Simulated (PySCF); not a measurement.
H3O2SbTe, SMILES [Sb]([OH])([OH])[TeH]. Atoms are numbered in the order given.

```xyz
7

Sb    -0.8100     0.3393     0.8736
O     -2.2644    -0.4872    -0.2492
H     -2.0904    -0.3284    -1.1995
O     -0.7224     2.2196     0.1587
H     -0.3676     2.1980    -0.7546
Te     1.2574    -0.6464    -0.8002
H      2.2766     0.5815    -0.2643
```
Charge 0, spin multiplicity 1.

Coordinates come from a PBE-D3(BJ)/def2-SVP optimisation. The def2 effective core potentials stand for the cores of Sb, Te; spin–orbit coupling is left out. One conformer was computed; it need not be the lowest.

These are TDDFT-PBE/def2-SVPD run with PySCF 2.14.0 values and carry that method's errors.

Vertical excitations. Gas-phase values at a fixed geometry.

Computed excitation energies, oscillator strengths and character:
```json
[
 {"state": "S1", "energy (eV)": "3.28", "λ (nm)": "378", "f": "0.005", "main pairs": "HOMO→LUMO 98 %"},
 {"state": "S2", "energy (eV)": "3.77", "λ (nm)": "329", "f": "0.003", "main pairs": "HOMO→LUMO+1 97 %"},
 {"state": "S3", "energy (eV)": "4.27", "λ (nm)": "290", "f": "0.004", "main pairs": "HOMO→LUMO+2 77 %, HOMO−1→LUMO 20 %"},
 {"state": "S4", "energy (eV)": "4.53", "λ (nm)": "274", "f": "0.028", "main pairs": "HOMO→LUMO+3 97 %"},
 {"state": "S5", "energy (eV)": "4.71", "λ (nm)": "263", "f": "0.024", "main pairs": "HOMO−2→LUMO 48 %, HOMO−1→LUMO+1 22 %, HOMO−1→LUMO 17 %"},
 {"state": "S6", "energy (eV)": "4.83", "λ (nm)": "257", "f": "0.007", "main pairs": "HOMO−2→LUMO 45 %, HOMO−1→LUMO+1 41 %"},
 {"state": "S7", "energy (eV)": "4.98", "λ (nm)": "249", "f": "0.066", "main pairs": "HOMO−1→LUMO+1 31 %, HOMO−3→LUMO 20 %, HOMO−1→LUMO 18 %, HOMO−1→LUMO+2 13 %"},
 {"state": "S8", "energy (eV)": "5.28", "λ (nm)": "235", "f": "0.004", "main pairs": "HOMO−3→LUMO 49 %, HOMO−1→LUMO+2 37 %"},
 {"state": "S9", "energy (eV)": "5.41", "λ (nm)": "229", "f": "0.021", "main pairs": "HOMO−2→LUMO+1 39 %, HOMO−1→LUMO+3 32 %, HOMO−1→LUMO+2 14 %, HOMO−3→LUMO 8 %"},
 {"state": "S10", "energy (eV)": "5.43", "λ (nm)": "228", "f": "0.005", "main pairs": "HOMO−2→LUMO+1 52 %, HOMO−1→LUMO+3 28 %, HOMO−1→LUMO+2 12 %"},
 {"state": "T1", "energy (eV)": "2.92", "λ (nm)": "425", "f": "0", "main pairs": "HOMO→LUMO 99 %"},
 {"state": "T2", "energy (eV)": "3.60", "λ (nm)": "345", "f": "0", "main pairs": "HOMO→LUMO+1 85 %"},
 {"state": "T3", "energy (eV)": "3.66", "λ (nm)": "339", "f": "0", "main pairs": "HOMO−1→LUMO 83 %, HOMO→LUMO+1 13 %"},
 {"state": "T4", "energy (eV)": "4.02", "λ (nm)": "308", "f": "0", "main pairs": "HOMO→LUMO+2 98 %"}
]
```
Triplets are in the Tamm–Dancoff approximation, which puts them higher than full response would, so one can lie above its singlet here.
